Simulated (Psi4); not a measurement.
Torsional profile of SMILES CC(C)(C)[SiH2][SiH2]S, singlet. Scanned: dihedral C2–Si5–Si6–S7; all other coordinates were relaxed at GFN2-xTB. GFN2-xTB can order the conformers of Si and Ge chains otherwise than DFT does. Points at φ and −φ are mirror images.

Geometry of the scan point at 60° (Å):
```
21

C     -0.8439    -0.6733    -1.6397
C     -0.9905     0.0438    -0.2971
C     -1.2273    -0.9957     0.7988
C     -2.1962     0.9812    -0.3627
Si     0.6005     1.0540     0.0855
Si     2.3914    -0.2897     0.6531
S      2.8225    -1.6262    -0.9973
H      0.0103    -1.3479    -1.6363
H     -1.7356    -1.2616    -1.8567
H     -0.7072     0.0417    -2.4488
H     -0.4113    -1.7162     0.8346
H     -1.3118    -0.5218     1.7757
H     -2.1500    -1.5445     0.6092
H     -2.0575     1.7392    -1.1310
H     -2.3470     1.4862     0.5893
H     -3.1017     0.4221    -0.5983
H      0.3286     1.9297     1.2366
H      0.8749     1.9310    -1.0614
H      3.6552     0.4167     0.8697
H      2.2378    -1.1834     1.8048
H      3.9331    -2.1415    -0.4985
```

Calculation: PBE-D3(BJ)/def2-SVP // GFN2-xTB (Psi4).

Scanned values (°): -150, -120, -90, -60, -30, 0, 30, 60, 90, 120, 150, 180.

**Question.** Describe the profile: where are the wells and the tops?

**Answer.** Lower than their neighbours: -30° (0.00 kcal/mol), 30° (0.00 kcal/mol), 180° (1.40 kcal/mol). Higher than their neighbours: -120° (1.48 kcal/mol), 0° (0.41 kcal/mol), 120° (1.48 kcal/mol). The whole profile spans 1.48 kcal/mol.
